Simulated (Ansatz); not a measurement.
**What each rung costs, and what it gives**

Saddle point of Si$_{5}$NH$_{13}$Cl$_{2}$, singlet (Si₄NH₁₁ ([NH2][Si]([SiH3])([SiH3])[SiH3]) + SiH₂Cl₂ ([Cl][SiH2][Cl]) → Si₅NH₁₂Cl ([SiH3][Si]([SiH3])([SiH3])[NH][SiH2][Cl]) + HCl; bonds formed: Cl2–H4; dative contacts that become bonds: Si1–N5; bonds broken: Si1–Cl2, H4–N5), PBE0-D4/def2-TZVP structure:

```
21
angstrom
Si -0.4536 -1.1757 2.2785
Cl 2.3415 0.2657 2.2949
Cl -2.4347 -1.7021 2.0823
H 0.8020 0.6032 1.7699
N -0.2750 0.3550 1.3579
Si -0.0337 0.2765 -0.4600
Si -0.1890 2.4845 -1.2213
Si -1.7039 -1.0200 -1.4714
Si 2.0897 -0.6060 -0.9228
H -0.2039 -0.9250 3.7039
H 0.3620 -2.2008 1.6137
H -0.9623 1.0509 1.6374
H 0.0148 2.4809 -2.6929
H 0.8429 3.3280 -0.5652
H -1.5377 3.0367 -0.9140
H -1.4902 -0.8711 -2.9363
H -3.0590 -0.5199 -1.1223
H -1.5849 -2.4539 -1.1033
H 1.9611 -0.9382 -2.3754
H 2.3477 -1.8644 -0.1864
H 3.1664 0.3958 -0.7673
```

Barriers are electronic and count from the start structure reached by relaxing down the imaginary mode.

Ansatz 0.2.0; basis: as named in each row; cores frozen in the correlated methods. B3LYP uses VWN-RPA correlation. Extrapolation: Hartree–Fock as exp(−7.88 √X), correlation as X^−2.97.

Times are rough, for one single point on 5 threads of a shared host (AMD EPYC 7R13), with one NVIDIA H100 (or a share of it) where marked.

The estimate by CCSD(T) at an estimated basis limit (MP2 extrapolated from triple and quadruple zeta, plus CCSD(T) − MP2 in triple zeta) is 42.2 kJ/mol.

| method | basis | time (s) | barrier (kJ/mol) | method less estimate |
| --- | --- | --- | --- | --- |
| HF | STO-3G | 2 | 53.5 | 11.2 |
| PBE-D4 | STO-3G | 2 | 38.1 | -4.1 |
| SPW92 | def2-SVP | 3 | 32.3 | -9.9 |
| PBE-D4 | def2-SVP | 4 | 32.8 | -9.4 |
| B3LYP-D4 | 6-31G | 5 | 28.8 | -13.4 |
| SPW92 | def2-TZVPP | 6 (H100) | 36.1 | -6.1 |
| BLYP-D4 | def2-TZVPP | 8 (H100) | 29.6 | -12.6 |
| PBE0-D4 | def2-SVP | 8 | 40.2 | -2.0 |
| r2SCAN-D4 | def2-TZVPP | 9 (H100) | 35.5 | -6.7 |
| PBE-D4 | def2-TZVPP | 9 (H100) | 35.8 | -6.4 |
| B97M-V | def2-TZVPP | 9 (H100) | 44.1 | 1.8 |
| r2SCAN0-D4 | def2-TZVPP | 10 (H100) | 40.5 | -1.7 |
| CAM-B3LYP-D4 | def2-TZVPP | 10 (H100) | 35.9 | -6.3 |
| B3LYP-D4 | def2-TZVPP | 10 (H100) | 34.1 | -8.1 |
| BHLYP-D4 | def2-TZVPP | 10 (H100) | 40.6 | -1.6 |
| CCSD(T) | def2-SVP | 11 (H100) | 36.6 | -5.6 |
| PBE0-D4 | def2-TZVPP | 11 (H100) | 41.4 | -0.8 |
| RPA on PBE | def2-TZVPP | 11 (H100) | 41.1 | -1.1 |
| B2PLYP | def2-TZVPP | 12 (H100) | 35.0 | -7.2 |
| PBE-QIDH | def2-TZVPP | 12 (H100) | 44.1 | 1.9 |
| wB97X-V | def2-TZVPP | 13 (H100) | 44.0 | 1.8 |
| MP2 | def2-QZVPP | 15 (H100) | 40.6 | -1.6 |
| wB97M-V | def2-TZVPP | 15 (H100) | 47.5 | 5.3 |
| wB97M-V | def2-SVP | 20 | 45.6 | 3.4 |
| CCSD(T) | def2-TZVPP | 36 (H100) | 41.6 | -0.6 |

All methods are single points on the PBE0-D4 structures.

T1 diagnostic: at most 0.013.

The step is the kind of exchange with an N–H group that builds nitride films in atomic layer and chemical vapour deposition. Here a small cluster stands in for the surface site.

Labels in which every atom is bracketed show which atoms are joined, not bond orders.
